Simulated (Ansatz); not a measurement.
Species: C3H9Al, SMILES `[CH3][Al]([CH3])[CH3]` (charge 0, multiplicity 1).

Task: Give a relaxed geometry from B3LYP-D3(BJ)/def2-TZVP in Ansatz (an electronic-structure program).

Result: the end point of this relaxation (outside a Z-matrix the atoms follow the SMILES, hydrogens last).
Bond lengths (Å): C1–Al2 1.962, C1–H5 1.095, C1–H6 1.092, C1–H7 1.095, Al2–C3 1.962, Al2–C4 1.962, C3–H8 1.092, C3–H9 1.095, C3–H10 1.095, C4–H11 1.096, C4–H12 1.092, C4–H13 1.095. Bond angles (°): Al2–C1–H5 111.1, Al2–C1–H6 113.4, Al2–C1–H7 110.7, H5–C1–H6 107.8, H5–C1–H7 106.0, H6–C1–H7 107.5, C1–Al2–C3 120.0, C1–Al2–C4 120.0, C3–Al2–C4 120.0, Al2–C3–H8 113.4, Al2–C3–H9 110.9, Al2–C3–H10 110.9, H8–C3–H9 107.7, H8–C3–H10 107.6, H9–C3–H10 106.0, Al2–C4–H11 110.7, Al2–C4–H12 113.4, Al2–C4–H13 111.2, H11–C4–H12 107.5, H11–C4–H13 106.0, H12–C4–H13 107.8.
